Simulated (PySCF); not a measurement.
## Optical rotation: `O=C([O-])C1=C[C@H]2C=C[C@@H]12`, [C₇H₅O₂]-, charge -1

Cartesian coordinates in Å; atom numbers follow the order of the lines, from 1:
```xyz
14

O     2.770   -0.807   -1.019
C     2.402    0.119   -0.281
O     3.044    1.082    0.165
C     0.925    0.077    0.150
C     0.118    0.819    0.911
C    -1.116   -0.024    0.657
C    -1.842    0.314   -0.621
C    -1.044   -0.434   -1.384
C    -0.193   -0.898   -0.238
H     0.233    1.723    1.481
H    -1.680   -0.406    1.506
H    -2.650    1.000   -0.816
H    -0.954   -0.607   -2.442
H    -0.014   -1.958   -0.096
```

Total charge -1.

The calculation used TDDFT PBE0/def2-SVPD circular dichroism and optical rotation, one conformer, gas phase (PySCF). Geometry: GFN2-xTB.

The molecule is flexible and this is one conformer; a measurement averages over conformers. For a gas-phase anion, states above the detachment energy (about 1.7 eV, taken as minus the energy of the highest occupied orbital) lie in the continuum and depend on the basis.

Stereocentres: C6 R, C9 R.

Problem. Give the optical rotatory dispersion at 633, 589.3, 546, 436, 405 nm.

Solution. [α] in deg dm⁻¹ (g/mL)⁻¹:
```
λ (nm)  origin-invariant length gauge  modified velocity gauge  length gauge (centre of mass)  isotropic polarisability (au)
   633                         -149.8                   -152.8                         -149.3                           92.8
 589.3                         -182.7                   -186.3                         -182.0                           93.4
   546                         -230.2                   -234.9                         -229.4                           94.0
   436                         -591.6                   -601.9                         -589.8                           97.1
   405                         -983.2                   -996.8                         -980.6                           98.7
```

The shortest wavelength is close to the first absorption, where this undamped response comes out too large.

Problem. And for the mirror image at 589.3 nm?

Solution. +182.7 deg dm⁻¹ (g/mL)⁻¹ (origin-invariant length gauge): the same size and the opposite sign.

Problem. What is the molar rotation [Φ] = [α]·M/100 of the geometry above at 589.3 nm?

Solution. With M = 121.11 g/mol, -221.2 deg cm² dmol⁻¹ (origin-invariant length gauge).

The first excitation lies at 3.65 eV (339 nm) with R = -10.6 × 10⁻⁴⁰ esu² cm² (velocity form).
